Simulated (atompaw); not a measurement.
# Li (Z = 3) PAW (atompaw): all-electron and pseudo phase curves

Li, PAW, made with atompaw 4.2.0.5 (PBEsol, scalar-relativistic). Core [He], reference 2s0.5 2p0 (charge +0.5). Waves: 2s (bound): rc 3.00 bohr; 2s channel at 1.7 Ry: rc 3.00 bohr; 2p (bound, empty): rc 3.00 bohr; 2p channel at 1.1 Ry: rc 3.00 bohr. Local part: troulliermartins scheme with l = 2 at 0 Ry, radius 2.30 bohr. Core correction: smooth core density matched at 2.95 bohr. Augmentation charge: sinc compensation charge, radius 2.65 bohr; PAW radius 3.00 bohr; waves and projectors: custom rrkj gramschmidtortho.

The phase is arctan(r·u′/u) with u = r·R(r), unwrapped; energies in Ry, scanned from -2 to 5 Ry. A pole is an energy at which the radial function vanishes at the test radius. The pseudo phase is shifted by a multiple of π to meet the all-electron one at the reference energy, and phase errors are pseudo minus all-electron; the curves can meet again beyond the range given. Levels narrower than the energy grid can be missing from the lists of poles.

```json
{"channel": "s", "radius (bohr)": "3.00", "reference energy (Ry)": "-0.39", "poles, all-electron": "0.78", "poles, pseudo": "0.78, 4.42", "unbroken range about the reference energy with phases within 0.05 rad": "below 2.6", "phase error 1 Ry above the reference energy (rad)": "-0.001"}
{"channel": "p", "radius (bohr)": "3.00", "reference energy (Ry)": "-0.24", "poles, all-electron": "0.71, 4.43", "poles, pseudo": "0.70, 1.68", "unbroken range about the reference energy with phases within 0.05 rad": "below 1.4", "phase error 1 Ry above the reference energy (rad)": "-0.002"}
```

Phases in the s channel:

```json
{"E (Ry)": "-2.00", "all-electron": "1.283", "pseudo": "1.282"}
{"E (Ry)": "-1.76", "all-electron": "1.253", "pseudo": "1.252"}
{"E (Ry)": "-1.52", "all-electron": "1.213", "pseudo": "1.212"}
{"E (Ry)": "-1.28", "all-electron": "1.156", "pseudo": "1.155"}
{"E (Ry)": "-1.04", "all-electron": "1.064", "pseudo": "1.063"}
{"E (Ry)": "-0.80", "all-electron": "0.896", "pseudo": "0.896"}
{"E (Ry)": "-0.56", "all-electron": "0.523", "pseudo": "0.523"}
{"E (Ry)": "-0.32", "all-electron": "-0.289", "pseudo": "-0.290"}
{"E (Ry)": "-0.08", "all-electron": "-0.993", "pseudo": "-0.993"}
{"E (Ry)": "0.16", "all-electron": "-1.295", "pseudo": "-1.296"}
{"E (Ry)": "0.40", "all-electron": "-1.442", "pseudo": "-1.443"}
{"E (Ry)": "0.64", "all-electron": "-1.531", "pseudo": "-1.532"}
{"E (Ry)": "0.88", "all-electron": "-1.595", "pseudo": "-1.595"}
{"E (Ry)": "1.12", "all-electron": "-1.648", "pseudo": "-1.649"}
{"E (Ry)": "1.36", "all-electron": "-1.698", "pseudo": "-1.699"}
{"E (Ry)": "1.60", "all-electron": "-1.753", "pseudo": "-1.753"}
{"E (Ry)": "1.84", "all-electron": "-1.819", "pseudo": "-1.819"}
{"E (Ry)": "2.08", "all-electron": "-1.912", "pseudo": "-1.914"}
{"E (Ry)": "2.32", "all-electron": "-2.067", "pseudo": "-2.076"}
{"E (Ry)": "2.56", "all-electron": "-2.381", "pseudo": "-2.428"}
{"E (Ry)": "2.80", "all-electron": "-3.075", "pseudo": "-3.244"}
{"E (Ry)": "3.04", "all-electron": "-3.848", "pseudo": "-4.006"}
{"E (Ry)": "3.28", "all-electron": "-4.217", "pseudo": "-4.324"}
{"E (Ry)": "3.52", "all-electron": "-4.388", "pseudo": "-4.474"}
{"E (Ry)": "3.76", "all-electron": "-4.484", "pseudo": "-4.563"}
{"E (Ry)": "4.00", "all-electron": "-4.545", "pseudo": "-4.625"}
{"E (Ry)": "4.24", "all-electron": "-4.589", "pseudo": "-4.676"}
{"E (Ry)": "4.48", "all-electron": "-4.622", "pseudo": "-4.724"}
{"E (Ry)": "4.72", "all-electron": "-4.649", "pseudo": "-4.777"}
{"E (Ry)": "4.96", "all-electron": "-4.671", "pseudo": "-4.850"}
```
